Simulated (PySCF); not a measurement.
Compound: C7H9N.
Structure used (PBE0-D3(BJ)/def2-TZVP), in Å, numbered top down from 1:
```xyz
17
C7H9N angstrom
C      2.3340   -0.0958    0.1504
C      1.2405   -0.3280   -0.8883
C     -0.1268   -0.0837   -0.3255
C     -0.6791    1.1916   -0.2863
C     -1.9284    1.3749    0.2838
N     -2.6531    0.3922    0.8085
C     -2.1253   -0.8261    0.7699
C     -0.8844   -1.1117    0.2220
H      3.3216   -0.2904   -0.2729
H      2.3155    0.9346    0.5124
H      2.1969   -0.7519    1.0128
H      1.4033    0.3325   -1.7449
H      1.3011   -1.3541   -1.2614
H     -0.1430    2.0382   -0.7020
H     -2.3718    2.3667    0.3165
H     -2.7277   -1.6229    1.1983
H     -0.5142   -2.1315    0.2190
```

Computed with PySCF at wB97X-D/pcSseg-2, non-relativistic, on one gas-phase PBE0-D3(BJ)/def2-TZVP geometry that isn't relaxed in the solvent. The solvent is an IEF-PCM continuum (Bondi radii, 1.10 Å for H, scaled by 1.2). The model holds no explicit solvent molecules, cavitation or dispersion.

Gas phase at wB97X-D/pcSseg-2: HOMO -9.24 eV, LUMO 1.04 eV, dipole 2.87 D.

**Question.** What does the continuum do to the energy, the frontier levels and the dipole at wB97X-D/pcSseg-2 in chloroform?

**Answer.** 
| solvent | ε | E(solvent) − E(gas) (kcal/mol) | polarisation term (kcal/mol) | distortion of the solute (kcal/mol) | HOMO (eV) | LUMO (eV) | dipole (D) |
| --- | --- | --- | --- | --- | --- | --- | --- |
| chloroform | 4.711 | -3.65 | -4.23 | 0.58 | -9.34 | 1.03 | 3.66 |

The polarisation term is half the interaction of the solute with the surface charges that it induces; the rest is the cost of distorting the solute's density. The sum is the electrostatic part of solvation alone.

**Question.** Which radius a makes the point-dipole formula ΔE = −[(ε − 1)/(2ε + 1)]·μ²/a³ give the value in chloroform, with the gas-phase dipole?

**Answer.** μ = 1.129 au and |ΔE| = 0.00582 Eh give a = 2.26 Å; the farthest nucleus lies 3.39 Å from the centroid of the nuclei, so such a sphere wouldn't even hold the nuclei. The formula assumes a rigid point dipole at the centre of a sphere.

**Question.** Give the dipole vector in the frame of the coordinates (D, pointing from negative to positive charge), gas and chloroform.

**Answer.** Gas (2.63, -0.45, -1.04), solvent (3.34, -0.59, -1.36). Its length changes by +27 % and its direction by less than 1°.

Note: wB97X-D ran without an empirical dispersion term, which enters the total energy and its gradient alone.
